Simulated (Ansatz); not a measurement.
A nudged elastic band was laid between two geometries of Al2H6O2 (10 atoms, charge 0, multiplicity 1).

The calculation used Ansatz, RKS B3LYP-D4/def2-SVP.

```yaml
movable_images: 7
climbing_image: yes
spring: 5.0 eV/Å²
optimiser: quadratic models (default)
start_path: through a guess of the saddle point
force_threshold: 0.05 eV/Å
iteration_limit: 60
end_points: relaxed
```

Image 0:

```xyz
10
Properties=species:S:1:pos:R:3
Al -0.070 0.300 0.270
O -0.567 -0.873 1.487
H -1.212 -1.574 1.366
H 1.474 0.294 -0.143
H -1.171 0.753 -0.788
O -0.039 1.558 1.793
Al 1.059 2.842 2.267
H 1.398 2.920 3.801
H 1.500 3.786 1.096
H -0.396 0.868 2.395
```

Image 8:

```xyz
10
Properties=species:S:1:pos:R:3
Al 0.115 0.483 0.184
O -0.503 -0.812 1.615
H -1.444 -1.046 1.588
H 1.359 -0.210 -0.513
H -1.266 0.679 -0.591
O 0.470 1.643 1.446
Al 1.043 3.037 2.226
H 0.964 3.064 3.810
H 1.616 4.257 1.394
H -0.376 -0.224 2.384
```

Task: Which bonds break or form, and what moves?

Result: Bonds broken: O6–H10. Bonds formed: O2–H10.

Task: Give the energies along the band, and the barrier.

Result: It converged. The highest image is number 4 of 0 to 8, 17.3 kJ/mol above the first end and 33.6 kJ/mol above the last; the last end lies 16.3 kJ/mol below the first. A vibrational analysis at the climbing image gives one clearly imaginary mode, 985i cm⁻¹: a first-order saddle point. The orbitals stay closed-shell, which can raise the energy where a bond breaks towards radicals; this wasn't checked here.

```csv
image,path coordinate (Å),energy (kJ/mol),O6–H10 (Å),O2–H10 (Å)
0,0.00,0.0,0.98,1.97
1,0.41,-0.1,0.99,1.93
2,0.83,0.3,0.99,1.84
3,1.25,3.1,1.01,1.68
4,1.66,17.3,1.20,1.26
5,1.93,0.7,1.49,1.06
6,2.19,-11.8,1.77,1.00
7,2.46,-15.5,2.01,0.98
8,2.72,-16.3,2.25,0.98
```

Task: What is the geometry of the highest image?

Result: 
```xyz
10
Properties=species:S:1:pos:R:3
Al -0.011 0.388 0.097
O -0.425 -0.735 1.540
H -1.309 -1.082 1.712
H 1.337 0.001 -0.635
H -1.315 0.854 -0.682
O 0.313 1.424 1.644
Al 0.985 2.824 2.397
H 0.961 2.868 3.974
H 1.553 3.953 1.456
H -0.113 0.379 2.040
```

Task: What are the harmonic wavenumbers there?

Result: 985i, 86, 114, 133, 386, 439, 462, 503, 534, 599, 627, 628, 704, 769, 805, 851, 971, 1273, 1879, 1917, 1942, 1965, 1976, 3868 cm⁻¹.

The band took 28 iterations and about 11 core-minutes.

Run time: 5.9 min on 2 threads of Arm Neoverse V1, on a shared host, peak memory 0.19 GiB.
